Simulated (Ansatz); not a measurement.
```json
{"atom": "C", "x (Å)": "0.0472", "y (Å)": "-0.0360", "z (Å)": "-0.6898"}
{"atom": "O", "x (Å)": "0.0524", "y (Å)": "-0.1077", "z (Å)": "0.6242"}
{"atom": "H", "x (Å)": "-0.0044", "y (Å)": "0.8068", "z (Å)": "1.0531"}
{"atom": "H", "x (Å)": "0.0555", "y (Å)": "-0.9856", "z (Å)": "-1.0910"}
{"atom": "H", "x (Å)": "-0.3891", "y (Å)": "0.8373", "z (Å)": "-1.2523"}
```

Basis set: STO-3G (spherical functions). Left uncorrelated: 2 orbitals. Charge 0, multiplicity 2.

Computed with Ansatz (development build ahead of 0.2.0); each method stands on the lowest determinant of its kind that the runs found.

Task: Give the atomization energy at this shape (free ground-state atoms in the same class of orbitals less the molecule, no zero-point energy) of doublet CH3O by UHF-MP2, UHF.

Result:

| method | atomization energy |
| --- | --- |
| UHF-MP2 | 1486.3 kJ/mol |
| UHF | 1312.8 kJ/mol |

Caution: the shape is not the minimum.

This basis has no polarisation functions and is too small for such energies, which can lie far from measured ones in either direction.
